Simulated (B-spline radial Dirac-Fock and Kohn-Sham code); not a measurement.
## Dipole and non-dipole photoemission parameters of Pm³⁺ 5p3/2

System: promethium as Pm³⁺, configuration [Xe] 4f4; threshold 53.10 eV (orbital energy of the model). Calculated with a radial finite-basis atomic code, using Dirac-Hartree-Slater photoionisation with a Latter tail; cross sections with all multipoles, angular parameters from the dipole term and its interference with E2.

For linearly polarised light dσ/dΩ = σ/(4π) [1 + β P₂(cos θ) + (δ + γ cos²θ) sin θ cos φ], with θ from the polarisation vector and φ the angle between the beam and the projection of the electron momentum on the plane normal to the polarisation.

```
hν (eV)  σ (kb)       β       γ      δ
    133     182  -0.026  -0.062  0.022
    142     170   0.065  -0.067  0.026
    150     160   0.144  -0.064  0.028
    200     116   0.545   0.017  0.032
    211     110   0.611   0.037  0.032
    218     106   0.651   0.050  0.031
    260    87.7   0.852   0.114  0.027
    300    75.4   1.001   0.162  0.023
    342    65.2   1.123   0.198  0.019
    380    57.5   1.208   0.219  0.016
    600    31.4   1.480   0.214  0.004
    629    29.4   1.502   0.205  0.004
    711    24.7   1.551   0.178  0.002
   1180    11.2   1.687   0.033  0.000
 1253.6    10.1   1.697   0.018  0.000
   1340    8.98   1.707   0.003  0.000
   1420    8.12   1.715  -0.009  0.000
   1440    7.92   1.716  -0.012  0.000
   1460    7.73   1.718  -0.014  0.000
   2170    3.70   1.742  -0.025  0.002
   2310    3.27   1.742  -0.014  0.003
   3020    1.91   1.734   0.070  0.005
   3400    1.49   1.725   0.130  0.006
   7450   0.245   1.595   0.838  0.024
 9251.7       ?       ?       ?      ?
   9750   0.124   1.524   1.177  0.038
  12000  0.0713   1.460   1.457  0.054
  13400  0.0528   1.423   1.608  0.065
  15000  0.0386   1.382   1.763  0.077
```

**Question.** Give the values at Ga Kα (9251.7 eV).

**Answer.** σ = 0.142 kb, β = 1.539, γ = 1.108, δ = 0.035.
